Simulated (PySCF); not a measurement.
# Excitation energy of I by level of theory

I [Kr] 4d10 5s2 5p5 (2P) → I [Kr] 4d10 5s1 5p6 (2S), as a difference of total energies. All numbers are calculated (PySCF 2.14, scalar relativity by spin-free X2C-1e, in x2c-TZVPPall with one added diffuse shell each of s, p, d, f type (9s7p5d3f, 76 functions)). Correlated levels: valence and next inner shell: [Ar] 3d10 frozen. The calculations carry no spin-orbit coupling.

| method | excitation energy (eV) |
| --- | --- |
| UHF | 12.724 |
| MP2 (valence and next inner shell) | 10.641 |
| SCS-MP2 (valence and next inner shell) | 10.512 |
| CCSD (valence and next inner shell) | 9.986 |
| CCSD(T) (valence and next inner shell) | 8.544 |

Q: How much does correlation contribute at CCSD(T) (valence and next inner shell)?

A: 8.544 − (12.724) = -4.180 eV, measured against UHF.

The upper state lies above the first ionisation limit, where it may autoionise and the basis confines it.

The coupled-cluster amplitudes are large for the upper state (T1 above 0.03 or a double amplitude above 0.15), so a single reference is strained.
